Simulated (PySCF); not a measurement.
# Computed NMR parameters against published values

Cartesian coordinates in Å; atom numbers follow the order of the lines, from 1:
```xyz
13

O     2.4700   -0.3323   -0.1016
C     1.1274   -0.1699   -0.0455
C     0.3490   -1.3032    0.1646
C    -1.0269   -1.1806    0.2322
C    -1.6517    0.0518    0.0925
C    -0.8496    1.1545   -0.1155
F    -1.4207    2.3572   -0.2555
C     0.5279    1.0761   -0.1869
H     2.8908    0.5190   -0.2502
H     0.8376   -2.2630    0.2718
H    -1.6311   -2.0650    0.3965
H    -2.7264    0.1637    0.1417
H     1.1091    1.9766   -0.3512
```

The experiment to reproduce: δ $^{19}$F F7 -112.2 ppm (measured; G. Saielli, R. Bini, A. Bagno, Computational 19F NMR. 2. Organic compounds, RSC Adv. 2014, ESI (exp. from Berger-Braun-Kalinowski 1994 and Everett 1995)).
δ $^{17}$O O1 80.0 ppm (measured; liquid, neat, 295 K; 17O NMR survey of organic solvents and oxofluorinated compounds, PMC5915748).

Computational details: geometry from PBE0-D3(BJ)/def2-TZVP, shielding tensors at B97-2/pcSseg-2 (GIAO), in PySCF (no solvent model, no relativistic terms, a single conformation).

**Question.** How close does the calculation come?

**Answer.** 
Reference values: measured (G. Saielli, R. Bini, A. Bagno, Computational 19F NMR. 2. Organic compounds, RSC Adv. 2014, ESI (exp. from Berger-Braun-Kalinowski 1994 and Everett 1995)).
```
atoms             quantity  reference  computed  computed, scaled
   F7  δ $^{19}$F vs CFCl3     -112.2    -114.7            -112.4
```

Reference values: measured (liquid, neat, 295 K; 17O NMR survey of organic solvents and oxofluorinated compounds, PMC5915748).
| atoms | quantity | reference | computed | computed, scaled |
| --- | --- | --- | --- | --- |
| O1 | δ $^{17}$O vs D2O (external) | 80.0 | – | 79.6 |

Computed shifts are σ(ref) − σ with the named reference compound (TMS for H and C) calculated as an isolated molecule at the same level. The measured values may be among those fitted. Shieldings were converted by a linear fit to measured shifts: $^{17}$O: δ = 275.01 − 0.945σ (rms 12.8 ppm, 79 shifts vs liquid water, solution or neat liquid); $^{19}$F: δ = 160.24 − 0.938σ +9.4 on sp3 carbon (rms 4.8 ppm, 130 shifts, 5.6 ppm with the 3 outliers that the fit left out vs CFCl3, solution or neat liquid). A few per cent of atoms miss by over 2 rms, more outside the fitted compound classes.
